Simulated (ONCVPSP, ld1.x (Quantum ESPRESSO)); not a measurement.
# Potentials for B compared

Generated with ld1.x 7.5 (TM, RRKJ, ultrasoft, PAW), atompaw 4.2 or ONCVPSP 4.0.1. The cutoff is in Ry: for ld1.x and atompaw files where the sum of valence levels is converged to 10 mRy in a Bessel basis, for ONCV files where the hardest occupied wave has 1 mHa per electron of residual kinetic energy. The error is the largest all-electron minus pseudo excitation energy over each file’s own four to seven test configurations (ionisations up to +4, promotions, holes and added fractions of an electron), all of which were solved. The labels leave out finer settings (local radius, basis sizes, second energies), which also bear on the numbers. Spin-polarised tests are not counted. The rows are a selection from randomly drawn settings: files with unsolved tests, undetermined cutoffs or missed reference levels are left out.

```tsv
potential	cutoff (Ry)	largest error (meV)	bound ghosts
PAW, PBE, scalar-relativistic, rc 1.45/3.40/2.50 (spd), local smoothed, core correction yes, reference 2s2 2p1	6	-9.7	none
ONCV, LDA (Perdew-Wang 92), scalar-relativistic, rc 1.25/2.35/1.95 (spd), local smoothed, core correction yes, reference 2s2 2p1, qcut 4.6/7.3/4.1, projectors 2/2/1	24	+81	none
ONCV, PBE, scalar-relativistic, rc 1.50/2.30/2.00 (spd), local smoothed, core correction yes, reference 2s2 2p1, qcut 4.8/7.6/4.9, projectors 2/1/1	25	+107	none
ONCV, PW91, scalar-relativistic, rc 1.30/3.30/2.90 (spd), local smoothed, core correction yes, reference 2s1.5 2p1.5, qcut 4/4.3/3.3, projectors 1/3/3	43	+544	none
ONCV, PBE, scalar-relativistic, rc 1.05/0.85/1.00 (spd), local smoothed, core correction yes, reference 2s2, qcut 5.2/10.6/10.1, projectors 2/2/1	26	+16	none
ONCV, LDA (Perdew-Wang 92), scalar-relativistic, rc 1.20/2.75/2.25 (spd), local smoothed, core correction yes, reference 2s2 2p1, qcut 4.2/6.2/4.5, projectors 2/2/1	30	+130	none
ONCV, PBE, non-relativistic, rc 1.55/3.30 (sp), local smoothed, core correction no, reference 2s2 2p0.5, qcut 4.5/4.8, projectors 2/2	20	+184	none
```

**Question.** Fill in the row for B: TM, BLYP, non-relativistic, rc 1.15/2.20 (sp), local s, core correction yes, reference 2s2 2p1.

**Answer.** cutoff 21 Ry, largest error +95 meV, bound ghosts: none.

**Question.** Fill in the row for B: ONCV, Wu-Cohen, scalar-relativistic, rc 1.55/3.85/3.50 (spd), local smoothed, core correction no, reference 2s2 2p1, qcut 3.7/3.4/2.7, projectors 1/2/2.

**Answer.** cutoff 53 Ry, largest error +571 meV, bound ghosts: none.
